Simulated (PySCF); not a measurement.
NMR data simulated for an unnamed compound:

¹H NMR (400 MHz, computed): δ 7.24 (m, 1H), 6.49 (m, 1H), 6.16 (d, 1H), 6.10 (m, 1H), 2.92 (s, 6H).

¹³C{¹H} NMR (computed): δ 171.8 (C), 152.9 (C), 135.7 (CH), 108.9 (CH), 106.9 (CH), 100.8 (CH), 41.2 (CH3).

[PySCF: PBE0-D3(BJ)/def2-SVP geometry; shieldings: GIAO PBE0/pcSseg-1; fast rotation and ring inversion assumed for equivalent nuclei; one conformer; relativity neglected; isolated molecule]

Referencing at the same level of theory: TMS for ¹H (31.27 ppm), ¹³C (184.41 ppm).

Q: Which of these does the molecule contain: a heteroaromatic ring, an N-methyl group, a carboxylic acid, a non-aromatic C=C double bond, a benzene ring?

A: 
- A heteroaromatic ring: no.
- An N-methyl group: yes (δC 41.2; δH 2.92 (s)).
- A carboxylic acid: no.
- A non-aromatic C=C double bond: no.
- A benzene ring: yes.

The data belong to SMILES N(C)(C)C1=CC=CC(F)=C1, C8H10FN; they needn't prove each group on their own.

Carbon signals by region: 1 in the far downfield region (above 160 ppm), 5 in the sp2 and nitrile region (100–160 ppm), 1 below 50 ppm. Above 160 ppm: 171.8, aromatic carbon bearing fluorine.

Splittings by ¹⁹F in the carbon and heteronuclear signals aren't shown, as no couplings were computed. Shifts are as computed. Against solution values, carbons near 30 ppm lie about +2 ppm off and those near 130 ppm about +5 ppm. Of 1211 compounds with measured shifts, 218 miss one by over three times the rms of a fit or turn the order of signals round; such compounds aren't used in these exercises. No couplings were computed; multiplicities are counted from neighbouring protons, with m where these are inequivalent, close in shift, in a saturated or five-membered ring or joined by F or P, and br s for small geminal =CH2 splittings.
